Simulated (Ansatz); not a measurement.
`Cl[SiH2][ZnH]` + `[AlH3]` → `[AlH2][SiH2][ZnH]` + HCl  (formal exchange of groups at the Si–Cl bond)

Isolated molecules relaxed with PBE0-D4/def2-TZVP in Ansatz; ΔE leaves out vibrations. CCSD(T)/CBS is the MP2 limit (def2-TZVPP, def2-QZVPP) plus CCSD(T) − MP2 in def2-TZVPP, frozen cores. This one scheme is used for every species. DFT in def2-TZVPP. B3LYP here is the variant with VWN-RPA as its local correlation; programs differ in this. HSE06 is defined as in plane-wave codes. For Zn outer-core shells are correlated without core-valence functions, which leaves a few kJ/mol of doubt a bond. Scalar relativity is left out up to krypton.

| level | ΔE (kJ/mol) | difference from CCSD(T)/CBS |
| --- | --- | --- |
| LDA (SPW92) | 45.0 | -19.8 |
| PBE-D4 | 49.0 | -15.8 |
| revPBE-D4 | 52.6 | -12.2 |
| BLYP-D4 | 65.1 | 0.3 |
| r2SCAN-D4 | 60.4 | -4.4 |
| B97M-V | 70.2 | 5.4 |
| PBE0-D4 | 54.7 | -10.1 |
| B3LYP-D4 | 68.1 | 3.3 |
| r2SCANh-D4 | 61.5 | -3.3 |
| r2SCAN0-D4 | 63.1 | -1.7 |
| HSE06-D4 | 54.4 | -10.4 |
| BHLYP-D4 | 75.3 | 10.5 |
| CAM-B3LYP-D4 | 73.0 | 8.2 |
| ωB97X-V | 70.2 | 5.4 |
| ωB97M-V | 74.3 | 9.5 |
| B2PLYP | 70.2 | 5.4 |
| PBE-QIDH | 63.3 | -1.5 |
| PBE | 49.4 | -15.4 |
| revPBE | 50.9 | -13.9 |
| BLYP | 65.1 | 0.3 |
| r2SCAN | 60.7 | -4.1 |
| PBE0 | 55.2 | -9.6 |
| B3LYP | 68.7 | 3.9 |
| r2SCANh | 61.8 | -3.0 |
| r2SCAN0 | 63.5 | -1.3 |
| HSE06 | 55.0 | -9.8 |
| BHLYP | 76.9 | 12.1 |
| CAM-B3LYP | 73.7 | 8.9 |
| LC-ωPBE | 64.8 | 0.0 |
| RPA@PBE/def2-TZVPP | 61.8 | -3.0 |
| MP2/def2-SVP | 61.7 | -3.1 |
| CCSD/def2-SVP | 56.8 | -8.0 |
| CCSD(T)/def2-SVP | 54.4 | -10.4 |
| HF/def2-TZVPP | 89.5 | 24.7 |
| MP2/def2-TZVPP | 70.2 | 5.4 |
| SCS-MP2/def2-TZVPP | 74.3 | 9.5 |
| CCSD/def2-TZVPP | 63.8 | -1.0 |
| HF/def2-QZVPP | 90.5 | 25.7 |
| SCS-MP2/def2-QZVPP | 77.2 | 12.4 |
| CCSD/CBS(def2) | 68.4 | 3.6 |
| CCSD(T)/CBS | 64.8 | 0 |

Largest T1 diagnostic among the species: 0.015.

From BLYP to BHLYP (50 % exact exchange), in def2-TZVPP and without D4, ΔE moves by +11.8 kJ/mol. In def2-TZVPP, CCSD(T) changes the Hartree–Fock value by −29.3 kJ/mol (the triples alone add −3.6 kJ/mol) and MP2 by −19.3 kJ/mol.
